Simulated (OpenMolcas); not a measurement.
## Au7+: effect of the basis set

| Quantity | Value |
| --- | --- |
| Program | OpenMolcas |
| Method | SS-CASPT2, IPEA 0.25 Eh, imaginary shift 0.1 Eh (closed shells correlated: 5s 5p) |
| Active space | 4 electrons in 10 orbitals (5d 6d) |
| State averaging | 2S+1 = 5 even, 5 roots; 2S+1 = 3 even, 45 roots; 2S+1 = 1 even, 50 roots |
| Spin-orbit coupling | RASSI with atomic mean-field integrals over the reference wave functions, term energies averaged over their components |

A. ANO-R2 [8s6p5d3f1g], X2C, finite nucleus; CASPT2 step about 19 core-minutes
B. ANO-RCC-VTZP [8s7p5d3f1g], DKH2, point nucleus; CASPT2 step of the order of 17 core-minutes
C. ANO-RCC-VQZP [9s8p6d4f2g1h], DKH2, point nucleus; CASPT2 step roughly 29 core-minutes

Energies in cm⁻¹ above 5d⁴ ⁵D₁.

| Level | A | B | C |
| --- | --- | --- | --- |
| 5d⁴ ⁵D₁ | 0.0 | 0.0 | 0.0 |
| 5d⁴ ⁵D₂ | 7020 | 7360 | 6990 |
| 5d⁴ ⁵D₃ [74 %] | 11610 | 12050 | 11560 |
| 5d⁴ ³G₃ [60 %] | 28510 | 28980 | 28370 |
| 5d⁴ ³F₂(1) [53 %] | 29270 | 29660 | 29140 |
| 5d⁴ ³H₅ [73 %] | 31820 | 32510 | 31590 |
| 5d⁴ ³P₁(1) [66 %] | 32050 | 32750 | 31930 |
| 5d⁴ ³H₆ [66 %] | 35310 | 36060 | 35030 |
| 5d⁴ ³G₄ [66 %] | 38810 | 39560 | 38610 |
| 5d⁴ ³G₅ [73 %] | 51950 | 53450 | 51710 |
| 5d⁴ ³D₁ | 52670 | 53950 | 52520 |
| 5d⁴ ¹I₆ [66 %] | 54590 | 56040 | 54260 |
| 5d⁴ ¹S₀(1) [65 %] | 61230 | 62420 | 61080 |
| 5d⁴ ¹F₃ [52 %] | 63890 | 65270 | 63720 |
| 5d⁴ ³F₃(2) [74 %] | 76710 | 78180 | 76620 |
| 5d⁴ ³P₁(2) | 77000 | 78410 | 76910 |
| 5d⁴ ³P₀(2) [73 %] | 81130 | 82450 | 81040 |
| 5d⁴ ¹D₂(2) | 98990 | 100410 | 98870 |
| 5d⁴ ¹S₀(2) | 124810 | 126230 | 124790 |

A puts 5d⁴ ⁵D₀ [52 %] lowest. B puts 5d⁴ ⁵D₀ [51 %] lowest. C puts 5d⁴ ⁵D₀ [52 %] lowest.

Among A to C the level of the table that moves most is 5d⁴ ¹I₆ [66 %], by 1800 cm-1 (lowest in C, highest in B). Moves below CASPT2's spread within the term are not significant.

Term energies are means over components that CASPT2 splits; among the terms shown or strongly mixed into the levels shown the widest spread is 350 cm-1 (5d⁴ ³F(2), C). Active for correlation alone: 6d; no level in the range computed is led by a configuration that fills it, so any true level of that kind is missing. Levels of configurations outside the active space are missing. The table leaves out levels that lie high or whose names do not pair safely across all columns.

A share in square brackets marks a mixed level and gives the weight of the term that names it, the lowest over the columns. A number in round brackets counts repeated terms of one configuration in the order of the reference energies.
